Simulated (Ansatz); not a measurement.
B₄H₂. Total charge 0; triplet. Geometry PBE0-D4/def2-TZVPD, that of the charge -1 doublet.

Cartesian coordinates in Å:
```
B 0.235 1.236 -0.501
B 0.068 0.309 0.793
B -0.235 -1.236 0.501
B -0.068 -0.308 -0.793
H 0.443 2.327 -0.944
H -0.443 -2.327 0.943
```

At PBE0-D4/def2-TZVPD a singlet of charge 0 lies 0.64 eV below the triplet at the same geometry. The structure comes from a short search, and lower isomers may exist.

Question: Estimate the α-spin orbital energies around the gap (eV) in Ansatz with PBE-D4/def2-TZVPD, r2SCAN-D4/def2-TZVPD, PBE0-D4/def2-TZVPD.

Answer: 
| orbital | PBE-D4/def2-TZVPD | r2SCAN-D4/def2-TZVPD | PBE0-D4/def2-TZVPD |
| --- | --- | --- | --- |
| HOMO−5 | -10.77 | -11.25 | -12.44 |
| HOMO−4 | -9.41 | -9.99 | -11.02 |
| HOMO−3 | -9.09 | -9.44 | -10.57 |
| HOMO−2 | -7.52 | -7.58 | -8.41 |
| HOMO−1 | -7.07 | -7.40 | -8.30 |
| HOMO | -5.57 | -5.91 | -6.61 |
| LUMO | -3.30 | -2.99 | -2.39 |
| LUMO+1 | -1.55 | -1.24 | -0.62 |
| LUMO+2 | -0.83 | -0.68 | -0.06 |
| LUMO+3 | 0.03 | 0.72 | 0.40 |
| LUMO+4 | 0.42 | 1.18 | 0.77 |
| LUMO+5 | 0.44 | 1.22 | 0.87 |
| β HOMO | -7.29 | -7.50 | -8.17 |
| β LUMO | -5.93 | -5.71 | -5.03 |
